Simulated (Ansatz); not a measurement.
The same path of CH7BFNOSi (13 atoms, charge 0, multiplicity 1) was run twice with different band settings. The coordinate that changes most is the dihedral N1–B2–O3–C4.

Level of theory: Ansatz 0.2.0, RKS revPBE/6-31G.

Relaxed end points:

```xyz
13
Properties=species:S:1:pos:R:3
N -0.458 -2.438 0.227
B -0.086 -1.441 1.166
O 0.130 -0.085 0.831
C -0.015 0.416 -0.554
Si 0.410 2.291 -0.360
F 0.291 3.054 -1.907
H -0.604 -2.280 -0.767
H -0.601 -3.400 0.521
H 0.066 -1.712 2.326
H 0.687 -0.096 -1.240
H -1.046 0.265 -0.928
H -0.587 2.947 0.568
H 1.831 2.443 0.133
```

```xyz
13
Properties=species:S:1:pos:R:3
N 0.065 -2.512 1.120
B -0.527 -1.449 0.400
O 0.325 -0.560 -0.295
C -0.208 0.582 -1.059
Si 0.548 2.133 -0.182
F 0.008 3.577 -0.967
H 1.072 -2.658 1.152
H -0.488 -3.190 1.635
H -1.725 -1.303 0.376
H 0.133 0.491 -2.104
H -1.314 0.595 -1.050
H 0.073 2.166 1.255
H 2.058 2.093 -0.265
```

Common settings: movable images 9; climbing image yes; spring 5.0 eV/Å²; optimiser quadratic models (default); start path through a guess of the saddle point; force threshold 0.05 eV/Å; end points relaxed.

| run | iteration limit |
| --- | --- |
| 1 | 33 |
| 2 | 10 |

(1) What does each run give, and how far can it be trusted?

Answers

(1) Run 1: converged after 17 iterations, highest image 0.341 eV above the first end. A vibrational analysis at the climbing image gives one clearly imaginary mode, 208i cm⁻¹: a first-order saddle point.
Run 2: not converged after 10 iterations, highest image 0.350 eV above the first end. The band didn't meet its force threshold, so its energies are provisional: the largest band force was still 0.09 eV/Å, and over the last iterations the top stayed at 0.35 eV.
Limits of this set-up: no polarisation functions.
